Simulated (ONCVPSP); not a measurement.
**Scattering properties, ONCV potential for lead**

ONCVPSP 4.0.1 input, shortened (lines: element, Z, core and valence counts, functional; n l f; lmax; l rc ep ncon nbas qcut; lloc lpopt rc5 dvloc0; l nproj debl; icmod fcfact rcfact), PBE, fully relativistic:

```
  Pb 82.00   10    5        4      upf
    1    0    2.00
    2    0    2.00
    2    1    6.00
    3    0    2.00
    3    1    6.00
    3    2   10.00
    4    0    2.00
    4    1    6.00
    4    2   10.00
    4    3   14.00
    5    0    2.00
    5    1    6.00
    5    2   10.00
    6    0    2.00
    6    1    1.00
    2
    0    1.25    0.00    3    6    8.30
    1    1.45    0.00    4    7    8.50
    2    1.55    0.00    3    7   11.50
    4    3    1.00    3.00
    0    2    0.80
    1    2    2.60
    2    1    1.50
    1    0.20    0.00
```

Open shells are filled in proportion to 2j + 1.

The phase is arctan(r·R′/R) of the radial function R(r), unwrapped; energies in Ha, scanned from -7 to 5 Ha. A pole is an energy at which the radial function vanishes at the test radius. The pseudo phase is shifted by a multiple of π to meet the all-electron one at the reference energy, and phase errors are pseudo minus all-electron; the curves can meet again beyond the range given. Levels narrower than the energy grid can be missing from the lists of poles.

```json
{"channel": "s", "radius (bohr)": "1.27", "reference energy (Ha)": "-0.71", "poles, all-electron": "-4.33", "poles, pseudo": "-4.33", "unbroken range about the reference energy with phases within 0.05 rad": "the whole range", "phase error 1 Ha above the reference energy (rad)": "-0.000"}
{"channel": "p3/2", "radius (bohr)": "1.47", "reference energy (Ha)": "-0.34", "poles, all-electron": "-2.29", "poles, pseudo": "-2.29", "unbroken range about the reference energy with phases within 0.05 rad": "the whole range", "phase error 1 Ha above the reference energy (rad)": "-0.000"}
{"channel": "p1/2", "radius (bohr)": "1.47", "reference energy (Ha)": "-0.41", "poles, all-electron": "-3.44", "poles, pseudo": "-3.44", "unbroken range about the reference energy with phases within 0.05 rad": "the whole range", "phase error 1 Ha above the reference energy (rad)": "-0.000"}
{"channel": "d5/2", "radius (bohr)": "1.57", "reference energy (Ha)": "-1.02", "poles, all-electron": "0.33", "poles, pseudo": "0.32", "unbroken range about the reference energy with phases within 0.05 rad": "below 2.6", "phase error 1 Ha above the reference energy (rad)": "-0.002"}
{"channel": "d3/2", "radius (bohr)": "1.57", "reference energy (Ha)": "-1.12", "poles, all-electron": "0.12", "poles, pseudo": "0.11", "unbroken range about the reference energy with phases within 0.05 rad": "below 2.5", "phase error 1 Ha above the reference energy (rad)": "-0.002"}
```

Phases in the d3/2 channel:

```
E (Ha)  all-electron  pseudo
 -6.96         1.338   1.338
 -6.32         1.319   1.319
 -5.68         1.295   1.295
 -5.04         1.263   1.262
 -4.40         1.217   1.216
 -3.76         1.144   1.142
 -3.12         1.009   1.007
 -2.48         0.682   0.678
 -1.84        -0.280  -0.284
 -1.20        -1.137  -1.137
 -0.56        -1.427  -1.428
  0.08        -1.564  -1.566
  0.72        -1.657  -1.661
  1.36        -1.739  -1.749
  2.00        -1.833  -1.856
  2.64        -1.972  -2.029
  3.28        -2.236  -2.419
  3.92        -2.864  -3.348
  4.56        -3.755  -4.079
```
